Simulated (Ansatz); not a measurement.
Geometry optimisation, DFT r2SCAN, scalar-relativistic, plane waves, PAW (Ansatz 0.2.0).

input.yaml

```yaml
crystal:
  lattice:
    - [4.58, 0.0, 0.0]
    - [2.29, 3.966396, 0.0]
    - [0.0, 0.0, 16.58843]
  atoms:
    - { symbol: Be, position: [0.0, 0.0, 0.060283] }
    - { symbol: Be, position: [0.5, 0.0, 0.060283] }
    - { symbol: Be, position: [0.0, 0.5, 0.060283] }
    - { symbol: Be, position: [0.5, 0.5, 0.060283] }
    - { symbol: Be, position: [-0.1666667, 0.3333333, 0.1684436] }
    - { symbol: Be, position: [0.3333333, 0.3333333, 0.1684436] }
    - { symbol: Be, position: [-0.1666667, 0.8333333, 0.1684436] }
    - { symbol: Be, position: [0.3333333, 0.8333333, 0.1684436] }
    - { symbol: Be, position: [0.0, 0.0, 0.2766042] }
    - { symbol: Be, position: [0.5, 0.0, 0.2766042] }
    - { symbol: Be, position: [0.0, 0.5, 0.2766042] }
    - { symbol: Be, position: [0.5, 0.5, 0.2766042] }
    - { symbol: Li, position: [0.158552, 0.6822148, 0.3917447] }
basis:
  ecutwfc: 500.0
kpoints:
  mp_grid: { grid: [4, 4, 1] }
hamiltonian:
  xc: r2scan
scf:
  occupations: { method: fermi_dirac, width: 0.05 }
  lower_state_search: "off"
relax:
  f_tol: 0.08
  max_steps: 25
  adjacent_minimum: "off"
  constraints: [{ sites: [0, 1, 2, 3] }]
```

Launched with:

```bash
$ ansatz run input.yaml --threads 1 --pin off --max-ram 3072MiB --backend cpu --events-out ev --progress --plain --runs-dir out
```

Task: Where does it end, and by what steps?

Result: It converged. The threshold is loose, so the end isn't yet a minimum. Limits of this set-up: coarse k mesh, thin slab, slab without dipole correction. After 2 steps the energy has fallen by 0.076 eV; Li13 moved furthest, 0.08 Å.

| step | energy less start (eV) | largest force component (eV/Å) | accepted |
| --- | --- | --- | --- |
| 0 | 0.0000 | 0.639 | yes |
| 1 | -0.0716 | 0.131 | yes |
| 2 | -0.0760 | 0.015 | yes |

```xyz
13
Lattice="4.5800 0.0000 0.0000 2.2900 3.9664 0.0000 0.0000 0.0000 16.5884" Properties=species:S:1:pos:R:3
Be 0.000 0.000 1.000
Be 2.290 0.000 1.000
Be 1.145 1.983 1.000
Be 3.435 1.983 1.000
Be 0.000 1.324 2.784
Be 2.290 1.311 2.791
Be 1.135 3.310 2.787
Be 3.445 3.310 2.787
Be 0.000 0.011 4.529
Be 2.290 -0.001 4.665
Be 1.137 1.978 4.545
Be 3.443 1.979 4.545
Li 2.288 2.706 6.578
```

Whether the end is a true minimum wasn't checked by a vibrational analysis.

Time of the run: 53 s on 1 thread of AMD EPYC 9R14 (Zen 4), on a shared host, peak memory 1.1 GiB.
